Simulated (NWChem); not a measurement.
System: PbNH₃O, singlet; SMILES [NH2][Pb][OH]

NWChem printed, in part:

```
             Northwest Computational Chemistry Package (NWChem) 7.3.0
             --------------------------------------------------------

 CS  symmetry detected

                             Geometry "geometry" -> ""
                             -------------------------

 Output coordinates in angstroms (scale by  1.889725989 to convert to a.u.)

  No.       Tag          Charge          X              Y              Z
 ---- ---------------- ---------- -------------- -------------- --------------
    1 Pb                  82.0000     0.27448875    -0.01760603     0.00000000
    2 O                    8.0000    -1.16934473    -1.55790370     0.00000000
    3 H                    1.0000    -2.07692692    -1.23054372     0.00000000
    4 N                    7.0000    -1.14630437     1.58399543     0.00000000
    5 H                    1.0000    -2.15757925     1.48110004     0.00000000
    6 H                    1.0000    -0.89468284     2.56839943     0.00000000

 Effective nuclear repulsion energy (a.u.)     378.5336613132

      Symmetry information
      --------------------

 Group name             Cs
 Group number              2
 Group order               2
 No. of unique centers     6

 Summary of "ao basis" -> "ao basis" (spherical)
 ------------------------------------------------------------------------------
       Tag                 Description            Shells   Functions and Types
 ---------------- ------------------------------  ------  ---------------------
 Pb                        def2-svpd                12       32   5s4p3d
 O                         def2-svpd                 9       23   4s3p2d
 H                         def2-svpd                 4        8   2s2p
 N                         def2-svpd                 8       20   4s2p2d

      Symmetry analysis of basis
      --------------------------

        a'         70
        a"         29

            General Information
            -------------------
          SCF calculation type: DFT
          Wavefunction type:  closed shell.
          No. of atoms     :     6
          No. of electrons :    40
           Alpha electrons :    20
            Beta electrons :    20
          Charge           :     0
          Spin multiplicity:     1
          Use of symmetry is: off; symmetry adaption is: on
          Maximum number of iterations: 150
          AO basis - number of functions:    99
                     number of shells:    41
          Convergence on energy requested:  1.00D-06
          Convergence on density requested:  1.00D-05
          Convergence on gradient requested:  5.00D-04

[...]

                                NWChem TDDFT Module
                                -------------------

            General Information
            -------------------
           No. of orbitals :     198
            Alpha orbitals :      99
             Beta orbitals :      99
        Alpha frozen cores :       0
         Beta frozen cores :       0
     Alpha frozen virtuals :       0
      Beta frozen virtuals :       0
         Spin multiplicity :       1
    Number of AO functions :      99
        Use of symmetry is : off
      Symmetry adaption is : on
         Schwarz screening :  0.10D-07

              XC Information
              --------------
   PerdewBurkeErnzerhof Exchange Functional   1.00
     Perdew 1991 LDA Correlation Functional   1.00 local
    PerdewBurkeErnz. Correlation Functional   1.00 non-local

             TDDFT Information
             -----------------
          Calculation type : Tamm-Dancoff TDDFT
         Wavefunction type : Restricted singlets
          No. of electrons :      40
           Alpha electrons :      20
            Beta electrons :      20
              No. of roots :       6
          Max subspacesize :    5200
            Max iterations :     100
               Target root :       1
           Target symmetry : none
      Symmetry restriction : off
                 Algorithm : Optimal
        Davidson threshold :  0.10D-03

    6 smallest eigenvalue differences (eV)
--------------------------------------------------------
  No. Spin  Occ  Vir  Irrep   E(Occ)    E(Vir)   E(Diff)
--------------------------------------------------------
    1    1   20   21 a'       -0.208    -0.088     3.280
    2    1   19   21 a"       -0.242    -0.088     4.196
    3    1   18   21 a'       -0.243    -0.088     4.233
    4    1   20   22 a"       -0.208    -0.033     4.765
    5    1   17   21 a"       -0.268    -0.088     4.903
    6    1   20   23 a"       -0.208    -0.018     5.176
--------------------------------------------------------

  Entering Davidson iterations
  Restricted singlet excited states

  Iter   NTrls   NConv    DeltaV     DeltaE      Time
  ----  ------  ------  ---------  ---------  ---------
    1      6       0     0.21E+00   0.10+100        4.4
    2     12       0     0.10E+00   0.25E-01        4.4
    3     18       1     0.20E-01   0.12E-01        4.3
    4     23       4     0.43E-02   0.41E-03        4.7
    5     25       4     0.65E-03   0.21E-04        3.3
    6     27       6     0.62E-04   0.30E-06        3.3
  ----  ------  ------  ---------  ---------  ---------
  Convergence criterion met

  Ground state a'       -324.480891463153 a.u.

  ----------------------------------------------------------------------------
  Root   1 singlet a'             0.155847704 a.u.                4.2408 eV
  ----------------------------------------------------------------------------
     Transition Moments    X -0.32191   Y  0.68860   Z  0.00000
     Dipole Oscillator Strength                    0.0600318894
     Electric Quadrupole                           0.0000002101
     Magnetic Dipole                               0.0000000299
     Total Oscillator Strength                     0.0600321294

[...]
```

Level: PBE/def2-SVPD with def2 effective core potentials on Pb, TDA. Low-valent species are run as closed-shell singlets; no triplet was tried in these runs. Coordinates come from a PBE0/def2-SVP optimisation. Not confirmed as a minimum by frequencies. def2 effective core potentials on Pb; no spin-orbit coupling.

Task: Reconstruct the input file.

Result: This is not unique; one that fits is the input that was run:
```
start job
memory heap 200 mb stack 900 mb global 1100 mb
geometry units angstroms noautoz
  Pb     0.284837    -0.022597     0.000000
  O     -1.052902    -1.655884     0.000000
  H     -1.980321    -1.389869     0.000000
  N     -1.239749     1.480539     0.000000
  H     -2.241894     1.310334     0.000000
  H     -1.054434     2.479550     0.000000
end
basis spherical
  * library def2-svpd
end
ecp
  Pb library def2-ecp
end
dft
  xc xpbe96 cpbe96
  iterations 150
end
tddft
  cis
  nroots 6
  notriplet
end
task tddft energy
```
